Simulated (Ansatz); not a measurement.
The same path of C3H8Si (12 atoms, charge 0, multiplicity 1) was run twice with different band settings. The coordinate that changes most is the dihedral Si4–C2–C3–H11.

All numbers below come from Ansatz 0.2.0, RKS PBE-D4/def2-SVP.

Relaxed end points:

```xyz
12
Properties=species:S:1:pos:R:3
C -0.254 0.916 -1.082
C 0.107 -0.427 -0.461
C 0.796 -0.358 0.909
Si -1.179 -1.517 0.492
H -0.851 0.783 -2.007
H -0.862 1.527 -0.383
H 0.648 1.507 -1.358
H 0.700 -1.048 -1.163
H 0.737 0.644 1.372
H 0.292 -1.062 1.695
H 1.834 -0.744 0.924
H -1.892 -0.277 1.095
```

```xyz
12
Properties=species:S:1:pos:R:3
C 0.037 0.808 -1.194
C -0.031 -0.493 -0.404
C 0.654 -0.468 0.970
Si -1.584 -1.003 0.632
H -0.585 0.752 -2.111
H -0.342 1.659 -0.591
H 1.074 1.052 -1.517
H 0.338 -1.348 -1.005
H -0.039 -0.880 1.819
H 1.522 -1.149 1.066
H 0.909 0.554 1.308
H -1.874 0.460 1.059
```

Common settings: movable images 7; climbing image yes; spring 5.0 eV/Å²; start path IDPP; force threshold 0.03 eV/Å; iteration limit 60; end points relaxed.

| run | optimiser |
| --- | --- |
| 1 | quadratic models (default) |
| 2 | lbfgs |

Task: What does each run give, and how far can it be trusted?

Result: Run 1: converged after 7 iterations, highest image 0.117 eV above the first end. A vibrational analysis at the climbing image gives one clearly imaginary mode, 148i cm⁻¹: a first-order saddle point.
Run 2: converged after 54 iterations, highest image 0.121 eV above the first end. The order of the stationary point at the top wasn't checked.
